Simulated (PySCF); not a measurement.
A side-by-side comparison of computed properties.

First species: C₂H₅F₃SSi.
SMILES: `F[SiH2]SCC(F)F`

Second species: C₆H₉FO.
SMILES: `CCC1(C(=O)F)CC1`

Levels: PBE0/def2-SVPD for dipole moment, HOMO energy, LUMO energy, HOMO–LUMO gap, static isotropic polarisability and electronic spatial extent ⟨r²⟩ about the centre of nuclear charge; TDDFT PBE0/def2-SVPD for lowest singlet excitation; TDA PBE0/def2-SVPD for lowest triplet excitation (Tamm–Dancoff); GFN2-xTB for rotational constant A and rotational constant C. Geometries: GFN2-xTB. Each species is one conformer at its optimised geometry, gas phase, non-relativistic unless stated. Electronic properties by PySCF.

The conformers computed, where there is a choice (atom-mapped SMILES and torsion angles):
- `[F:1][SiH2:2][S:3][CH2:4][CH:5]([F:6])[F:7]`: F1–Si2–S3–C4 -159°, Si2–S3–C4–C5 -73°, S3–C4–C5–F6 73°
- `[CH3:1][CH2:2][C:3]1([C:4](=[O:5])[F:6])[CH2:7][CH2:8]1`: C1–C2–C3–C4 70°, C2–C3–C4–O5 4°

Which of the two has the higher dipole moment, and by how much?

The second: 3.52 D against 1.23 D, a difference of 2.29 D.

Which of the two has the higher ⟨r²⟩, and by how much?

The first: 1355 bohr² against 940 bohr², a difference of 415 bohr².

Which of the two has the higher S1 energy, and by how much?

The second: 6.03 eV against 5.44 eV, a difference of 0.59 eV.

Which has the higher HOMO energy?

The first: -7.60 eV against -8.70 eV, a difference of 1.10 eV.

Which has the higher LUMO energy?

The second: -0.51 eV against -0.64 eV, a difference of 0.13 eV.

Which of the two has the higher T1 energy, and by how much?

The second: 5.43 eV against 5.07 eV, a difference of 0.36 eV.

Which has the higher HOMO–LUMO gap?

The second: 8.19 eV against 6.96 eV, a difference of 1.23 eV.

Which has the higher rotational constant C?

The second: 1.356 GHz against 0.755 GHz, a difference of 0.601 GHz.

On the first: The principal polarisabilities are 62.3, 69.3 and 83.4 au; their mean is the isotropic value. S1 lies 1.52 eV below the HOMO–LUMO gap; its leading configuration is HOMO→LUMO, weight 0.98.

On the second: The polarisability is 10.64 Å³ as a volume (1 au = 0.148185 Å³), or 1.16 au for each of the 62 electrons. The principal polarisabilities are 63.0, 71.5 and 81.0 au; their mean is the isotropic value.
